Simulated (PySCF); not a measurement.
```xyz
5
charge -1 multiplicity 1, angstrom
Br    0.0000    0.0000    0.0000
F     1.9572    0.0000    0.0000
F     0.0000    1.9572    0.0000
F    -1.9572    0.0000    0.0000
F     0.0000   -1.9572    0.0000
```

All numbers come from PBE in PySCF with Br def2-SVPD, F def2-SVPD; no relativity; density-fitted integrals.

This geometry of BrF₄⁻ is a stationary point at this level.

(1) What is the point group?

(2) Is it a minimum?

(3) List the harmonic modes with their infrared intensities.

(4) What are the dipole moment and the gap between the highest occupied and lowest empty levels?

(5) Give the atomic charges and bond orders.

## Answers

(1) D4h.

(2) Yes: all harmonic wavenumbers are real.

(3) 
```tsv
symmetry	ω (cm⁻¹)	IR (km/mol, summed over degenerate members)	type
b2u	151	0.0	bend
eu	168	0.2	bend
b2g	209	0.0	bend
a2u	288	24.0	bend
b1g	388	0.0	stretch
a1g	465	0.0	stretch
eu	480	688	stretch
```

(4) 0.00 D about the centre of mass and 3.58 eV.

(5) 
| atom | Mulliken | Löwdin | polar tensor | Mayer order to Br1 |
| --- | --- | --- | --- | --- |
| Br1 | 1.30 | 1.42 | 1.98 | – |
| F2,3,4,5 | -0.57 | -0.60 | -0.74 | 0.55 |

Other isomers or separated fragments may lie lower. The lowest empty level of this anion is unbound, so it and the gap depend on the basis.
